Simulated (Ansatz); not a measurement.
Species: HClGa, SMILES `[Cl][GaH]` (charge 0, multiplicity 2).

Problem. Give a relaxed geometry from B3LYP-D3(BJ)/def2-TZVP in Ansatz (a first-principles code).

Solution. the end point of this relaxation (outside a Z-matrix the atoms follow the SMILES, hydrogens last).
Cartesian coordinates (Å) in one orientation:
```xyz
3

Cl     1.753    -0.129     0.000
Ga    -0.302     0.632     0.000
H     -1.451    -0.502     0.000
```
